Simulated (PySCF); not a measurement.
The numbers are results of PySCF with PBE-D3(BJ)/def2-TZVP, not measurements. All species are isolated molecules in the gas phase. One relaxed conformer stands for a flexible species; it need not be the lowest. Excitations are Tamm–Dancoff values on a coarser integration grid. The basis has no diffuse functions, so Rydberg states are missing or too high.

Reference species (SMILES): `S[Si@@H]([SiH2][SiH3])F` (Si–Si–S–H torsion 162°, S–Si–Si–Si torsion 48°) (neutral, multiplicity 1).

HOMO: -6.72 eV
T1 excitation (TDA): 4.97 eV
HOMO–LUMO gap: 5.14 eV
S1 oscillator strength: 0.004

Changed species: `S[Si@H]([SiH3])[SiH2]F` (F–Si–Si–S torsion -170°, Si–Si–S–H torsion -155°).

**Question.** Give the shifts of the HOMO, T1 excitation (TDA), HOMO–LUMO gap and S1 oscillator strength.

**Answer.** the HOMO rises by 0.36 eV, to -6.36 eV; the T1 excitation (TDA) falls by 0.82 eV, to 4.15 eV; the HOMO–LUMO gap falls by 0.83 eV, to 4.31 eV; the S1 oscillator strength stays essentially unchanged.
